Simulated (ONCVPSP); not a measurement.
**Potentials for arsenic (As) compared**

Generated with ld1.x 7.5 (TM, RRKJ, ultrasoft, PAW), atompaw 4.2 or ONCVPSP 4.0.1. The cutoff is in Ry: for ld1.x and atompaw files where the sum of valence levels is converged to 10 mRy in a Bessel basis, for ONCV files where the hardest occupied wave has 1 mHa per electron of residual kinetic energy. The error is the largest all-electron minus pseudo excitation energy over each file’s own four to seven test configurations (ionisations up to +4, promotions, holes and added fractions of an electron), all of which were solved. The labels leave out finer settings (local radius, basis sizes, second energies), which also bear on the numbers. Spin-polarised tests are not counted. The rows are a selection from randomly drawn settings: files with unsolved tests, undetermined cutoffs or missed reference levels are left out.

A true bound ghost makes a file unfit for plane-wave use even where its test errors are small: the radial tests pick states by their node count and pass the ghost by.

| potential | cutoff (Ry) | largest error (meV) | bound ghosts |
| --- | --- | --- | --- |
| ONCV, PBE, scalar-relativistic, rc 0.85/0.40/1.05 (spd), local smoothed, core correction no, reference 3s2 3p6 3d10 4s2 4p1, qcut 15.8/30.8/14.1, projectors 2/2/1 | 858 | +123 | s, p |
| ONCV, PBE, scalar-relativistic, rc 0.80/1.00/1.20/1.20 (spdf), local smoothed, core correction yes, reference 3s2 3p6 3d10 4s2 4p2.5, qcut 15.5/14.2/15.2/10.5, projectors 2/2/3/1 | 183 | -5.4 | none |
| ONCV, LDA (Perdew-Wang 92), scalar-relativistic, rc 1.55/1.45 (sp), local smoothed, core correction yes, reference 4s2 4p3, qcut 3.7/6.7, projectors 2/1 | 60 | +45 | s |
| ONCV, PBEsol, scalar-relativistic, rc 0.95/1.00/1.00 (spd), local smoothed, core correction no, reference 3s2 3p6 3d10 4s2 4p2.5, qcut 10/16.4/17.9, projectors 2/2/3 | 235 | -286 | none |

(1) Fill in the row for As: ONCV, PBE, scalar-relativistic, rc 1.45/1.95/1.20 (spd), local smoothed, core correction yes, reference 3d10 4s1.5 4p3.5, qcut 5.3/4.1/13.8, projectors 1/1/2.

(2) Fill in the row for As: ONCV, LDA (Perdew-Wang 92), scalar-relativistic, rc 0.85/1.20/0.85 (spd), local smoothed, core correction yes, reference 3s2 3p6 3d10 4s2 4p2, qcut 18.8/14.3/19.2, projectors 2/2/1.

(3) Fill in the row for As: ONCV, PBE, scalar-relativistic, rc 1.70/1.85/1.65 (spd), local d, core correction yes, reference 4s2 4p2.5, qcut 3.2/3.6/5.4, projectors 2/1/0.

Answers

(1) cutoff 152 Ry, largest error +8.2 meV, bound ghosts: none.

(2) cutoff 290 Ry, largest error +20 meV, bound ghosts: none.

(3) cutoff 67 Ry, largest error -520 meV, bound ghosts: p.
